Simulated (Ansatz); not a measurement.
Input file for Ansatz (a quantum-chemistry and plane-wave program): U-PBE0/def2-TZVPP on NaCl+, 2S+1 = 2, a spin state set in the input, which need not be the lowest, a point of a bond scan (R = 2.816 Å). Charge +1.

Ansatz 0.2 input:
```yaml
crystal:
  periodic: [false, false, false]
  atoms:
    - {symbol: Na, position_ang: [0.00000000, 0.00000000, 0.00000000]}
    - {symbol: Cl, position_ang: [0.00000000, 0.00000000, 2.81647700]}
basis:
  gaussian:
    orbitals: def2-TZVPP
    pivot_positions_ang: [[0.00000000, 0.00000000, 0.00000000], [0.00000000, 0.00000000, 2.81647700]]
hamiltonian:
  xc: {name: PBE0}
total_charge: 1
magnetization: {spin_polarized: true, initial_magnetization: 1}
output: {forces: true, orbitals: {seedname: ./end}}
```

It printed:

```
WARN ansatz: RAYON_NUM_THREADS=1 ignored (pool sized by the plan → 1); use --threads N
Functional definition: PBE0
integrals: 0.02 GiB planned
611 factors; their error is unknown
mean field: 0.24 GiB planned
mean field evaluation 1: about -16922.9613 eV, gradient 2.2e1 eV
mean field evaluation 2: about -16924.1822 eV, gradient 1.7e1 eV
mean field evaluation 4: about -16925.1683 eV, gradient 2.6e-1 eV
mean field evaluation 8: about -16925.2308 eV, gradient 1.3e-3 eV
mean field evaluation 16: about -16924.8884 eV, gradient 5.3e0 eV
mean field -16925.23080904 eV, -621.9907598986 hartree, gradient 2.2e-5 eV, S^2 0.754178; 1 other end points of the search recorded, 0 dependent functions left out
the calculation of the forces begins
reference -16925.23084169 eV, -621.9907610986 hartree; 14, 13 occupied and 60, 61 virtual orbitals, 611 factors
Total energy: -16925.23084169 eV, -621.9907610986 hartree
Atom 0 at     0.000000     0.000000     0.000000 Å, force     0.000000     0.000000     0.012851 eV/Å
Atom 1 at     0.000000     0.000000     2.816477 Å, force     0.000000     0.000000    -0.012851 eV/Å
Dipole moment:    -0.000000     0.000000    -1.446283 e Å
```

The run converged.

Cost: about 3 core-seconds (a rough figure).
